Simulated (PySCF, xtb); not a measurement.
ZnBr, SMILES [Zn+][Br], charge +1.

Harmonic wavenumbers (cm⁻¹) from GFN2-xTB in xtb 6.7.1 at its own minimum, in rising order: 293.

Q: What does PBE0-D3(BJ)/def2-TZVP in PySCF give at its own minimum? (The exact figures need the calculation; the answer reports its results.)

A: 337. Paired by order, the mean absolute difference is 44 cm⁻¹ and the zero-point energies are 0.4 and 0.5 kcal/mol.
